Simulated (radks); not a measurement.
Fractional charge and spin in the 6s shell of promethium: the spin-up occupation runs from 0 to 1 and the spin-down occupation from 0 to 1; the fullest corner is Pm, [Xe] 4f(up 2.5, down 2.5) 6s(up 1, down 1). Method: scalar-relativistic Kohn-Sham, PBE, spin-polarised, spherical densities, finite nucleus; Fermi nuclear charge, rms radius of each element as measured or else 0.836 A^(1/3) + 0.57 fm; computed with a radial shooting solver on a logarithmic mesh with Libxc functionals. Energy (eV) minus the two flat planes that join the four corners (they meet along the diagonal where the two added fractions sum to one electron); zero is where a piecewise linear energy would lie.

down \ up,0,0.25,0.5,0.75,1
0,0.000,-0.480,-0.634,-0.471,0.000
0.25,-0.480,-0.585,-0.380,0.129,-0.415
0.5,-0.634,-0.380,0.171,-0.334,-0.550
0.75,-0.471,0.129,-0.334,-0.511,-0.409
1,0.000,-0.415,-0.550,-0.409,0.000

Corners above the fullest one (they belong to Pm+ and the next ion): (up 1, down 0) 5.702 eV, (up 0, down 1) 5.702 eV, (up 0, down 0) 16.812 eV. With half an added electron in each spin the energy lies 0.171 eV from the planes, and with half an added electron in spin up alone -0.634 eV. The planes are only a guide here: the flat-plane condition holds for ground states with one frontier orbital, while this shell lies below other occupied shells, so the corners above the fullest one are inner-hole states and not the ground states of those ions.
